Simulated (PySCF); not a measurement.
Species: CH10PSi3 (doublet state).
Structure used (GFN2-xTB), in Å, numbered top down from 1:
```xyz
15
CH10PSi3 angstrom
Si    -2.0645   -0.3626   -0.9008
C     -0.4559   -0.3506    0.1192
Si    -0.3534    1.1114    1.3447
Si     1.0807   -0.4316   -1.0144
P      2.9947   -0.3245    0.1460
H     -3.2280   -0.3361   -0.0114
H     -2.0988    0.8029   -1.7832
H     -2.1090   -1.5832   -1.7096
H     -0.4622   -1.2588    0.7312
H     -1.4868    1.0356    2.2711
H     -0.4073    2.3720    0.6044
H      0.8972    1.0189    2.1021
H      1.0887    0.7540   -1.9000
H      3.7763   -0.9119   -0.8303
H      2.8238   -1.5276    0.8089
```

The hyperfine couplings belong to this conformer and change with its torsions.

As a line formula: `P[SiH]C([SiH3])[SiH3]` [radical].

Computed with PySCF 2.14.0, UKS B3LYP, pcH-1 on C H P Si, non-relativistic, mean-field spin-orbit, GIAO. Geometry: GFN2-xTB, one conformer, isolated molecule. A GFN2-xTB geometry isn't a minimum of the functional, and hyperfine couplings can be far from their values at a DFT geometry, by a factor of two or more for some ions and for spin on atoms past the first row. Stability of the SCF solution: not tested.

Break the g tensor into its mass correction, gauge correction and orbital-Zeeman/spin–orbit terms.

| Δg (ppm) | 1 | 2 | 3 |
| --- | --- | --- | --- |
| relativistic mass correction | -144 | -144 | -144 |
| gauge correction | 22 | 53 | 64 |
| orbital Zeeman/spin–orbit | -584 | 1079 | 4465 |
| total | -706 | 988 | 4385 |

So g = 2.00161, 2.00331, 2.00670 and g_iso = 2.00387; the tensor is rhombic: the two nearest values differ by 33 % of g3 − g1. Axes: g2 points within 10° of the Si4–P5 bond.

At 9.74 GHz, how far is the centre of the isotropic spectrum from where a free electron (g = 2.002319) resonates?

B = hν/(g μB) with μB/h = 13.99624 MHz/mT gives 347.55 mT for the free electron and 347.28 mT at g_iso, 0.27 mT lower.

What are the electron Larmor frequencies g μB B/h along the three axes at 330 mT?

9.2450, 9.2528, 9.2685 GHz for g1, g2 and g3, a range of 23.5 MHz.

What effective moment and Curie constant follow for a powder?

With the mean of g² = 4.0155 and S(S+1) = 0.75: μ_eff = √(⟨g²⟩S(S+1)) = 1.735 μB and χT = 0.12505·⟨g²⟩·S(S+1) = 0.377 cm³ K/mol (cgs; spin-Hamiltonian part alone).

In a frozen sample, at which fields do the three g values resonate at 9.5, 34, 94 and 263 GHz (hyperfine left aside), and which band first spreads them over more than twice a line width of 0.3 mT?

| band | GHz | B(g3) mT | B(g2) mT | B(g1) mT | spread mT |
| --- | --- | --- | --- | --- | --- |
| X | 9.5 | 338.24 | 338.82 | 339.10 | 0.86 |
| Q | 34.0 | 1210.55 | 1212.61 | 1213.63 | 3.08 |
| W | 94.0 | 3346.82 | 3352.50 | 3355.34 | 8.51 |
| J | 263.0 | 9363.99 | 9379.87 | 9387.81 | 23.82 |

The spread grows in proportion to the frequency. X band is the first where it exceeds 0.6 mT.

Largest spin populations (Mulliken): Si4 (+0.83) and P5 (+0.11). Si4 is the only atom above +0.15. The angles at Si4 add up to 326.7°, so it is pyramidal.

The HOMO–LUMO gaps are 5.20 eV among the α and 4.62 eV among the β orbitals.
